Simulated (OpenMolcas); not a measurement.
Ru III: the spin-orbit constant, worked from levels

```
Program             : OpenMolcas 26.06
Basis               : ANO-RCC-VTZP [7s6p4d2f1g]
Scalar Hamiltonian  : DKH2, point nucleus
Active space        : 6 electrons in 5 orbitals (4d)
State averaging     : 2S+1 = 5 even, 5 roots; 2S+1 = 3 even, 45 roots; 2S+1 = 1 even, 50 roots
Spin-orbit coupling : RASSI with atomic mean-field integrals over the reference wave functions, term energies averaged over their components
```

Methods: CASSCF; MS-CASPT2, IPEA 0.25 Eh, imaginary shift 0.1 Eh (closed shells correlated: 4s 4p). Measured levels: Moore, Atomic Energy Levels, vol. III, NSRDS-NBS 35 (1971 reprint of NBS Circular 467, 1958).

**The spin-orbit constant.** For the Hund term ⁵D of d6, E(J) = (A/2) J(J+1) + constant and ζ = -2S·A = -4A. From J = 0 to J = 4 the energy changes by 10 A.

```tsv
Source	E(4) - E(0)	A	ζ
CASSCF	-2531.3	-253.1	1013
MS-CASPT2	-2510.0	-251.0	1004
measured	-2476.0	-247.6	990
```

All in cm-1. MS-CASPT2 is off by +1.4 % and CASSCF by +2.2 %. Both methods take the spin-orbit matrix elements from the reference wave functions, so the second can move ζ only through the term energies and any multistate remixing. Second-order mixing with other terms is absorbed into this ζ.

CASPT2 breaks the degeneracy within a term, and the mean is taken; among the terms shown or strongly mixed into the levels shown the widest spread is 22 cm-1 (4d⁶ ⁵D, MS-CASPT2). Levels of configurations with an s electron are missing; early in the row they begin among the upper levels of the d shell and mix with terms of their name. Without dynamic correlation excited terms often stand tens of per cent too high (terms of higher spin than the ground term too low), and those without a measured partner can miss by more than the paired ones (holds for CASSCF). Measured partners are found by configuration, term and J. A level has none where our copy of the source lacks it or the pairing is in doubt (some pairs that miss far off the trend of their configuration count as doubtful), and it then counts in no deviation. Levels of configurations outside the active space are missing.
